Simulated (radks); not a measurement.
Results of a calculation; reference values are marked as such.
Cr II, 23 electrons, occupied as [Ar] 3d5. Code: a radial shooting solver on a logarithmic mesh with Libxc functionals. Model: non-relativistic Kohn-Sham, LDA (Slater exchange, Perdew-Wang correlation), spin-polarised, spherical densities, point nucleus; open shells are filled with parallel spins first. Some entries of the table are withheld. Estimate them.

orbital,occ.,eigenvalue (hartree),<1/r> (bohr^-1),<r> (bohr)
1s down,1,-214.0998,23.48,0.06430
1s up,1,-214.0996,23.48,0.06430
2s up,1,-24.35207,4.962,0.2970
2s down,1,-24.28546,4.971,0.2965
2p up,3,(1),4.916,0.2616
2p down,3,(2),4.924,0.2610
3s up,1,-2.94682,(3),0.9133
3s down,1,-2.78813,(4),0.9160
3p up,3,-1.95281,1.418,0.9718
3p down,3,-1.79689,1.410,0.9774
3d up,5,-0.41099,1.011,1.372
3d down,0,-0.27422,0.9437,1.543

Answer. 
(1) 2p up eigenvalue (hartree): -20.75844
(2) 2p down eigenvalue (hartree): -20.70750
(3) 3s up <1/r> (bohr^-1): 1.546
(4) 3s down <1/r> (bohr^-1): 1.540
